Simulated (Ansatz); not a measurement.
System: SeF2 (charge +1, doublet). 
Coordinates optimised at B3LYP-D3(BJ)/def2-TZVP (Ansatz, a first-principles code):
```
Se
F 1 1.6708
F 1 1.6708 2 98.68
```
Charge +1, spin multiplicity 2.

Basis-set convergence of Hartree-Fock and CCSD correlation energies (hartree) with Ansatz. Cores are frozen in the correlated levels unless marked. UHF or UKS for open shells. Spin-orbit coupling is left out. Frozen are the shells of the preceding noble gas and the d and f shells that filled before the atom's block. Non-relativistic.

| basis | functions | E(HF) | E(corr, CCSD) |
|---|---|---|---|
| cc-pVDZ | 55 | -2598.28795 | -0.49349 |
| cc-pVTZ | 103 | -2598.46005 | -0.64273 |
| cc-pVQZ | 178 | -2598.48542 | -0.69553 |

Extrapolating the two largest sets (X = 3 and 4) as X^-3: E(corr) = (64·(-0.69553) - 27·(-0.64273))/37 = -0.7341 Eh, an estimate of the basis-set limit. The largest set recovers 94.8 % of it, the smallest 67.2 %.
